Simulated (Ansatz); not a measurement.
`C[N](C)[Al]([Cl])[Cl]` and `CC[N](C)[Al]([Cl])[Cl]` differ in one atom or group.

Ansatz, PBE0-D4/def2-TZVP geometries, multiplicity 1. Each molecule was computed in one conformer, which needn't be the lowest.

| property | `C[N](C)[Al]([Cl])[Cl]` |
| --- | --- |
| HOMO–LUMO gap (ωB97M-V/def2-TZVPP) / eV | 10.30 |
| HOMO energy (ωB97M-V/def2-TZVPP) / eV | -9.13 |
| LUMO energy (PBE/def2-TZVPP) / eV | -1.37 |
| LUMO energy (B3LYP/def2-TZVPP) / eV | -0.78 |
| HOMO energy (B3LYP/def2-TZVPP) / eV | -6.63 |
| size of the dipole moment (B3LYP/def2-TZVPP) / D | 2.23 |

Question: Give the same properties after the change, and the shifts. (Estimate.)

Answer: The calculation gave: 
| property | `CC[N](C)[Al]([Cl])[Cl]` | shift |
| --- | --- | --- |
| HOMO–LUMO gap (ωB97M-V/def2-TZVPP) / eV | 10.29 | -0.01 |
| HOMO energy (ωB97M-V/def2-TZVPP) / eV | -9.10 | 0.03 |
| LUMO energy (PBE/def2-TZVPP) / eV | -1.35 | 0.02 |
| LUMO energy (B3LYP/def2-TZVPP) / eV | -0.75 | 0.03 |
| HOMO energy (B3LYP/def2-TZVPP) / eV | -6.61 | 0.02 |
| size of the dipole moment (B3LYP/def2-TZVPP) / D | 2.34 | 0.11 |

Dipoles are sizes alone; their direction can turn.

Positive LUMOs are unbound, so they and the gaps depend on the basis.

B3LYP here is the variant with VWN-RPA as its local correlation; programs differ in this.
